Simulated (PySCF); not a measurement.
C2H3Br2Cl, SMILES BrC(Br)(Cl)C.

Geometry: B3LYP-D3(BJ)/def2-SVP.

Calculation: TDDFT-PBE/def2-SVPD run with PySCF.

Vertical excitations.  State labels are in the subgroup Cs.

```json
[
 {"state": "S1", "symmetry": "A\"", "energy (eV)": "4.28", "λ (nm)": "289", "f": "0.004", "main pairs": "HOMO→LUMO 96 %"},
 {"state": "S2", "symmetry": "A\"", "energy (eV)": "4.59", "λ (nm)": "270", "f": "0.015", "main pairs": "HOMO−1→LUMO 94 %"},
 {"state": "S3", "symmetry": "A'", "energy (eV)": "4.71", "λ (nm)": "263", "f": "0.004", "main pairs": "HOMO−2→LUMO 94 %"},
 {"state": "S4", "symmetry": "A'", "energy (eV)": "5.03", "λ (nm)": "246", "f": "0.000", "main pairs": "HOMO−3→LUMO 68 %, HOMO→LUMO+1 31 %"},
 {"state": "S5", "symmetry": "A'", "energy (eV)": "5.29", "λ (nm)": "234", "f": "0.015", "main pairs": "HOMO→LUMO+1 59 %, HOMO−3→LUMO 28 %, HOMO−4→LUMO 11 %"},
 {"state": "S6", "symmetry": "A'", "energy (eV)": "5.54", "λ (nm)": "224", "f": "0.009", "main pairs": "HOMO−1→LUMO+1 94 %"},
 {"state": "S7", "symmetry": "A\"", "energy (eV)": "5.58", "λ (nm)": "222", "f": "0.002", "main pairs": "HOMO−5→LUMO 54 %, HOMO−2→LUMO+1 25 %, HOMO→LUMO+2 18 %"},
 {"state": "S8", "symmetry": "A'", "energy (eV)": "5.59", "λ (nm)": "222", "f": "0.000", "main pairs": "HOMO−4→LUMO 87 %"},
 {"state": "S9", "symmetry": "A\"", "energy (eV)": "5.69", "λ (nm)": "218", "f": "0.000", "main pairs": "HOMO−2→LUMO+1 71 %, HOMO−5→LUMO 15 %"},
 {"state": "S10", "symmetry": "A\"", "energy (eV)": "5.81", "λ (nm)": "213", "f": "0.021", "main pairs": "HOMO→LUMO+2 67 %, HOMO−5→LUMO 15 %"},
 {"state": "T1", "symmetry": "A\"", "energy (eV)": "3.89", "λ (nm)": "319", "f": "0", "main pairs": "HOMO→LUMO 99 %"},
 {"state": "T2", "symmetry": "A\"", "energy (eV)": "4.17", "λ (nm)": "297", "f": "0", "main pairs": "HOMO−1→LUMO 98 %"},
 {"state": "T3", "symmetry": "A'", "energy (eV)": "4.34", "λ (nm)": "285", "f": "0", "main pairs": "HOMO−2→LUMO 97 %"},
 {"state": "T4", "symmetry": "A'", "energy (eV)": "4.67", "λ (nm)": "266", "f": "0", "main pairs": "HOMO−3→LUMO 85 %"}
]
```
Triplets are in the Tamm–Dancoff approximation, which puts them higher than full response would, so one can lie above its singlet here.
